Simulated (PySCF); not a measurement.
# [OsS2]-: from structure and modes to constants

Level of theory: UPBE0/[Os def2-SVPD with ECP60, S def2-SVPD], scalar-relativistic core potentials, density fitting, no spin–orbit coupling, PySCF.

The doublet minimum has C2v symmetry. Masses (u): Os 191.96148, S 31.97207.

```xyz
3
charge -1 multiplicity 2, angstrom
Os    0.0000    0.0000   -0.1218
S     2.0519    0.0000    0.4192
S    -2.0519    0.0000    0.4192
```

Harmonic wavenumbers (cm⁻¹): 68.6 (a1, ×1), 493.2 (b2, ×1), 505.4 (a1, ×1).

(1) Find the principal moments of inertia and the rotational constants. What kind of rotor is it?

(2) What is the harmonic zero-point energy?

(3) Find the vibrational entropy and heat capacity at 298.15 K.

(4) Give the standard entropy (298.15 K, 1 bar) by its translational, rotational, vibrational and spin parts, and Cp.

## Answers

(1) About the centre of mass I = 14.037, 269.22, 283.26 u Å². With B = 16.8576/I this gives 1.201, 0.06262, 0.05951 cm⁻¹. The molecule is an asymmetric top with κ = -0.99.

(2) Half the sum of all 3 wavenumbers, 1067/2 = 534 cm⁻¹, which is 6.4 kJ/mol (1 cm⁻¹ = 0.0119627 kJ/mol).

(3) With u = 1.43878 ω/T, each mode gives S = R[u/(eᵘ−1) − ln(1−e⁻ᵘ)] and C = R u² eᵘ/(eᵘ−1)².
```
ω (cm⁻¹)      u  S (J/(mol K))  C (J/(mol K))
    68.6  0.331          17.54           8.24
   493.2  2.380           2.83           5.29
   505.4  2.439           2.70           5.18
```
The sums over all modes are S = 23.1 and C = 18.7 J/(mol K); the softest mode gives 76 % of the entropy.

(4) Sackur–Tetrode with M = 255.91 u gives 178.0; rotation with symmetry number 2 gives 100.5; vibration 23.1; spin R ln 2 = 5.8. The total is 307.3 J/(mol K), and Cp = 4 R + 18.7 = 52.0 J/(mol K).

This need not be the most stable arrangement of these atoms. Open d and f shells are described by one determinant, and the ground state may have another occupation or spin. The lowest empty level of this anion is unbound, so it and the gap depend on the basis. Spin–orbit coupling, left out here, can matter for elements this heavy.
